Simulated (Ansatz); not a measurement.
Ideal-gas functions of C3H4OSi (`O=C=C=C[SiH3]`) at 400 K and 1 bar, from an Ansatz frequency run at PBE0-D4/def2-TZVP.

Molar mass 84.15 g/mol, point group Cs (symmetry number 1), electronic degeneracy 1, moments of inertia 38.276, 286.817, 319.241 u Å². Harmonic wavenumbers (cm⁻¹, unscaled): 74, 80, 243, 318, 480, 504, 575, 676, 749, 830, 909, 935, 938, 976, 1275, 1769, 2220, 2224, 2251, 2263, 3084.

Use S(trans) = R[1.5 ln M + 2.5 ln T − 1.1517]; rotational temperatures θ = 24.2544 K / I; S(rot) = R[ln(√π/σ · √(T³/θAθBθC)) + 1.5]; for each mode x = 1.438777 ν̃/T, S = R[x/(eˣ − 1) − ln(1 − e⁻ˣ)] and H = RT x/(eˣ − 1); 1 cm⁻¹ = 0.0119627 kJ/mol; R = 8.31446 J/(mol·K).

**Question.** By hand: the entropy, in J/(mol·K).

**Answer.** Translation 170.2. Rotation: θ = 0.6337, 0.0846, 0.076 K, giving 114.8. Vibration, mode by mode: 19.34, 18.70, 9.69, 7.64, 4.74, 4.42, 3.61, 2.71, 2.21, 1.75, 1.40, 1.30, 1.28, 1.15, 0.48, 0.11, 0.03, 0.03, 0.02, 0.02, 0.00, in all 80.6. Electronic 0.0. Sum 365.6 J/(mol·K).

**Question.** By hand: H − E and G − E in kJ/mol, counted from the electronic energy.

**Answer.** Zero-point energy ½ × 23373 × 0.0119627 = 139.8; thermal vibration 16.8; translation, rotation and pV give 4 RT = 13.3. H − E = 169.9 kJ/mol, and G − E = 169.9 − 400 × 365.6/1000 = 23.7 kJ/mol.

Vibration gives 22 % of the entropy, 38.0 J/(mol·K) of it from the modes under 150 cm⁻¹: soft modes count most, and the harmonic formula is weakest for them.
